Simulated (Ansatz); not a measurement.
# What each rung costs, and what it gives

The pair of HF (SMILES F, atoms 1–2) and SbH3 (SMILES [SbH3], atoms 3–6), both closed shells, in one local arrangement (a lower one may exist), relaxed at PBE0-D4/def2-TZVP:

```
6
angstrom
F -0.4843 0.5941 -2.1404
H -0.0595 0.3763 -1.3469
Sb 0.5027 -0.4193 1.4745
H 1.2267 0.0153 -0.0204
H -0.5901 0.8872 1.3583
H -0.5954 -1.4537 0.6749
```

Interaction energies are counterpoise-corrected; the time is that of the whole pair.

Computed with Ansatz 0.2.0 (basis: as named in each row); correlated methods freeze the cores. Filled d shells of the heavier atoms are correlated. Core potentials replace the inner electrons of the atoms past krypton. The def2 sets are not built for correlating such inner shells, so the correlated values are less sure here. B3LYP uses VWN-RPA correlation. Extrapolation: Hartree–Fock as exp(−7.88 √X), correlation as X^−2.97.

Times are rough, for one single point on 2 threads of a shared host (Intel Xeon Platinum 8375C).

The estimate by CCSD(T) at an estimated basis limit (MP2 extrapolated from triple and quadruple zeta, plus CCSD(T) − MP2 in triple zeta) is -0.086 eV.

| method | basis | time (s) | interaction energy (eV) | method less estimate |
| --- | --- | --- | --- | --- |
| SPW92 | def2-SVP | under 1 | -0.145 | -0.059 |
| PBE-D4 | def2-SVP | under 1 | -0.096 | -0.010 |
| PBE0-D4 | def2-SVP | under 1 | -0.079 | 0.007 |
| PBE-D4 | def2-TZVPPD | 1 | -0.127 | -0.041 |
| revPBE-D4 | def2-TZVPPD | 2 | -0.096 | -0.010 |
| BLYP-D4 | def2-TZVPPD | 2 | -0.100 | -0.014 |
| CCSD(T) | def2-SVP | 2 | -0.004 | 0.082 |
| PBE0-D4 | def2-TZVPPD | 2 | -0.110 | -0.024 |
| B3LYP-D4 | def2-TZVPPD | 2 | -0.100 | -0.014 |
| HSE06-D4 | def2-TZVPPD | 2 | -0.110 | -0.024 |
| r2SCAN-D4 | def2-TZVPPD | 3 | -0.111 | -0.025 |
| wB97M-V | def2-SVP | 3 | -0.065 | 0.021 |
| B2PLYP | def2-TZVPPD | 4 | -0.072 | 0.013 |
| B97M-V | def2-TZVPPD | 4 | -0.100 | -0.014 |
| wB97X-V | def2-TZVPPD | 6 | -0.093 | -0.007 |
| wB97M-V | def2-TZVPPD | 6 | -0.094 | -0.009 |
| MP2 | def2-QZVPPD | 8 | -0.084 | 0.002 |
| CCSD(T) | def2-TZVPPD | 29 | -0.072 | 0.014 |

No T1 diagnostic of these runs exceeds 0.015.
